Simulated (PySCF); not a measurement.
# Electron correlation in As²⁺ (arsenic, charge +2)

[Ar] 3d10 4s1 4p2, 4s spin antiparallel (an excited configuration). All numbers are calculated (PySCF 2.14, the spin-free X2C one-electron Hamiltonian (Gaussian nucleus), in x2c-QZVPPall with one added diffuse shell each of s, p, d, f type (12s9p6d5f1g, 113 functions)). Frozen: [Ne]; 21 electrons correlated.

MP2 pair energies summed by pair of shells (mhartree):

```
 pair   energy  share (%)
3d-3d  -381.79       45.8
3p-3d  -174.83       21.0
4s-4p   -64.63        7.7
3s-3d   -50.65        6.1
3p-3p   -49.11        5.9
3d-4p   -41.40        5.0
3d-4s   -30.19        3.6
3s-3p   -20.28        2.4
4p-4p    -5.85        0.7
3p-4p    -5.32        0.6
3p-4s    -4.82        0.6
3s-3s    -3.71        0.4
3s-4p    -1.05        0.1
3s-4s    -0.74        0.1
```

Total MP2 correlation energy: -834.36 mhartree.

Same-spin part -272.46 and opposite-spin part -561.90 mhartree; SCS-MP2 scales them by 1/3 and 6/5 to -765.10 mhartree.

This basis was not built for core-valence correlation, so the inner-shell part is incomplete.
